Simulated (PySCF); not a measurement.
Computed shifts of a molecule C4H8BF, PySCF with B3LYP/pcSseg-1, GIAO, gas phase, equivalent atoms averaged, in ppm (number of nuclei): ¹³C: 177.5 (1), 123.3 (1), 19.2 (1), 16.7 (1). ¹⁹F: -71.7 (1). ¹H: 7.41 (1), 5.70 (1), 1.40 (3), 1.23 (3). References: ¹³C against TMS (σ = 181.3 ppm); ¹¹B against BF3 (σ = 86.3 ppm); ¹⁹F against CFCl3 (σ = 161.7 ppm); ¹H against TMS (σ = 31.68 ppm), references at their B3LYP-D3(BJ)/def2-TZVP geometries, non-relativistic. The structure is a stationary point at B3LYP-D3(BJ)/def2-SVP. Other conformers were not sampled.

Question: Identify the compound among the candidates.
(A) CB(C)/C=C\F
(B) C=CB(C)CF
(C) C=CCB(C)F
(D) C/C=C/B(C)F

Answer: A, CB(C)/C=C\F
